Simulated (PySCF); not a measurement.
A run for PySCF: D3(BJ) and D4 dispersion corrections on BrH5OSi (a complex).

```python
from pyscf import gto
from pyscf.dispersion import dftd3, dftd4

mol = gto.M(
    atom='''
    Br   -0.60941552   -1.15564798   -0.02079492
    H    -0.15485613   -0.42266917    1.13543890
    O     0.41415649    0.49281821    2.69080823
    Si   -0.09076068    0.12681566    4.23551692
    H     1.09887725    1.15488645    2.56405945
    H     1.03795800   -0.38051467    5.04901101
    H    -1.12040152   -0.91284549    4.06364915
    H    -0.65775792    1.32434713    4.89702187
    ''',
    basis='def2-svp',
    charge=0, spin=0, verbose=0, max_memory=1800)
d3, d4 = {}, {}
for xc in ['hf', 'pbe', 'blyp', 'revpbe', 'tpss', 'r2scan', 'b3lyp', 'pbe0', 'bhlyp', 'camb3lyp', 'b2plyp']:
    d3[xc] = float(dftd3.DFTD3Dispersion(mol, xc=xc, version='d3bj', atm=False).get_dispersion()['energy'])
    print(f'D3(BJ) {xc:10s} {d3[xc]:14.8f} Eh')
for xc in ['hf', 'pbe', 'blyp', 'revpbe', 'tpss', 'r2scan', 'b3lyp', 'pbe0', 'bhlyp', 'camb3lyp', 'b2plyp']:
    d4[xc] = float(dftd4.DFTD4Dispersion(mol, xc={'camb3lyp': 'cam-b3lyp'}.get(xc, xc), atm=True).get_dispersion()['energy'])
    print(f'D4     {xc:10s} {d4[xc]:14.8f} Eh')
```

Program output:

```
D3(BJ) hf            -0.03464872 Eh
D3(BJ) pbe           -0.00459012 Eh
D3(BJ) blyp          -0.00982144 Eh
D3(BJ) revpbe        -0.01127569 Eh
D3(BJ) tpss          -0.00591281 Eh
D3(BJ) r2scan        -0.00138142 Eh
D3(BJ) b3lyp         -0.00804338 Eh
D3(BJ) pbe0          -0.00410317 Eh
D3(BJ) bhlyp         -0.00629662 Eh
D3(BJ) camb3lyp      -0.00390067 Eh
D3(BJ) b2plyp        -0.00381109 Eh
D4     hf            -0.01403197 Eh
D4     pbe           -0.00417331 Eh
D4     blyp          -0.00904441 Eh
D4     revpbe        -0.01241865 Eh
D4     tpss          -0.00565186 Eh
D4     r2scan        -0.00109383 Eh
D4     b3lyp         -0.00669213 Eh
D4     pbe0          -0.00359591 Eh
D4     bhlyp         -0.00507079 Eh
D4     camb3lyp      -0.00369071 Eh
D4     b2plyp        -0.00297213 Eh
```

The run finished.

Cost: around 0.010 core-seconds (rough).
